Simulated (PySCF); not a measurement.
# What a mistake does to a calculation on CClGeH5Si

Calculated results; nothing here was measured. The program is PySCF 2.14.0, an open-source quantum chemistry code, run on an isolated molecule that a program drew, which may never have been made. The molecule is CClGeH5Si (charge 0, singlet), drawn as the SMILES string `C[Si][GeH2][Cl]`.

Each row is a Hartree-Fock (HF) and frozen-core CCSD(T) single point in the cc-pV(D+d)Z basis, meant for a local HF minimum. Run 1 is clean. Each other run has one planted mistake out of seven kinds, and not every kind appears here: one electron removed, one electron added, multiplicity raised by two, geometry at a saddle point, minimal basis STO-3G, one bond length entered in bohr, all coordinates scaled. The reference is restricted for singlets and unrestricted otherwise, and also for a bond in bohr. Adding or removing an electron swaps singlet and doublet. Electrons count all cores. HOMO and LUMO are orbital energies over both spins, the gradient is its largest component, and the lowest frequency (negative if imaginary) is given only where the gradient is small. Bond lengths are over the 8 bonds as drawn. T1 is the CCSD diagnostic: over 0.02 (restricted) or 0.045 (unrestricted) a single reference is doubtful. Germanium has the cc-pVDZ-PP basis, with a core potential (ECP10MDF) in place of its 10 inner electrons, and its 3s, 3p and 3d shells are frozen in CCSD(T).

Geometry of the clean run:
```xyz
9
CClGeH5Si, angstrom
C    -1.6898   -0.3341    2.5221
Si   -0.2027    0.8416    2.3163
Ge   -0.7615    1.5635    0.0249
Cl    0.1060   -0.1884   -1.0309
H    -2.6130    0.2578    2.5836
H    -1.6063   -0.9293    3.4341
H    -1.8023   -1.0110    1.6686
H    -0.0291    2.7721   -0.5627
H    -2.2278    1.6098   -0.4241
```

```
run  electrons  basis functions  <S^2>  HOMO (eV)  LUMO (eV)  gradient (hartree/bohr)  lowest frequency (cm^-1)  mean bond (Å)  longest bond (Å)      T1  HF (hartree)  CCSD(T) (hartree)                          mistake
  1         74              108  0.000      -8.61       0.14                  1.5e-05                        49         1.6182             2.467  0.0124   -1082.59179        -1083.12577                         no fault
  2         73              108  0.773     -15.67      -6.58                  4.7e-02                         -         1.6182             2.467  0.0206   -1082.31350        -1082.82177             one electron removed
  3         74              108  0.000      -8.73      -0.01                  1.8e-02                         -         1.6668             2.541  0.0129   -1082.58554        -1083.12273           all coordinates scaled
  4         74              108  1.131      -8.08      -0.03                  1.0e-02                         -         1.7888             2.899  0.0667   -1082.49821        -1083.01936  one bond length entered in bohr
  5         75              108  0.771      -1.68       6.83                  3.5e-02                         -         1.6182             2.467  0.0147   -1082.61885        -1083.16145                                ?
  6         74              108  2.008      -8.15      -0.15                  2.4e-02                         -         1.6182             2.467  0.0171   -1082.57164        -1083.08580                                ?
```

**Which mistake was planted in run 5, and what did it cost?**

It counts 75 electrons, one more than the clean run, at the same geometry and basis. So the mistake is: one electron added. Subtracting run 1 and multiplying by 627.51 kcal/mol a hartree, the energy moved by -17.0 kcal/mol in HF and -22.4 kcal/mol in CCSD(T).

**Which mistake was planted in run 6, and what did it cost?**

Electrons, basis and geometry are unchanged, and <S^2> is 2.008, beside S(S+1) = 2.00 for a multiplicity of 3. So the mistake is: multiplicity raised by two. Subtracting run 1 and multiplying by 627.51 kcal/mol a hartree, the energy moved by 12.6 kcal/mol in HF and 25.1 kcal/mol in CCSD(T).

Cautions from the logs. Run 4: T1 is over the limit, so its CCSD(T) energy is less reliable.
